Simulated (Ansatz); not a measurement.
One change: `C[SiH](F)[O][AlH2]` becomes `C[SiH](F)CF`.

Ansatz, PBE0-D4/def2-TZVP geometries, multiplicity 1. Each molecule was computed in one conformer, which needn't be the lowest.

| property | `C[SiH](F)[O][AlH2]` |
| --- | --- |
| HOMO energy (PBE/def2-TZVPP) / eV | -7.13 |
| LUMO energy (ωB97M-V/def2-TZVPP) / eV | 0.35 |
| HOMO–LUMO gap (ωB97M-V/def2-TZVPP) / eV | 11.04 |
| LUMO energy (B3LYP/def2-TZVPP) / eV | -1.45 |
| size of the dipole moment (ωB97M-V/def2-TZVPP) / D | 1.52 |
| LUMO energy (PBE/def2-TZVPP) / eV | -2.00 |

(1) What does the change do to each property? (Best estimate.)

Results:

(1) The calculation gave: 
```tsv
property	`C[SiH](F)CF`	shift
HOMO energy (PBE/def2-TZVPP) / eV	-7.05	0.08
LUMO energy (ωB97M-V/def2-TZVPP) / eV	2.07	1.72
HOMO–LUMO gap (ωB97M-V/def2-TZVPP) / eV	12.96	1.92
LUMO energy (B3LYP/def2-TZVPP) / eV	0.02	1.47
size of the dipole moment (ωB97M-V/def2-TZVPP) / D	0.70	-0.82
LUMO energy (PBE/def2-TZVPP) / eV	-0.70	1.30
```

With PBE0 the HOMO falls by 0.14 eV and the LUMO rises by 1.49 eV, so the gap widens by about 1.63 eV. PBE moves the HOMO by 0.08 eV and ωB97M-V by -0.20 eV. Dipoles are sizes alone; their direction can turn.

B3LYP here is the variant with VWN-RPA as its local correlation; programs differ in this.
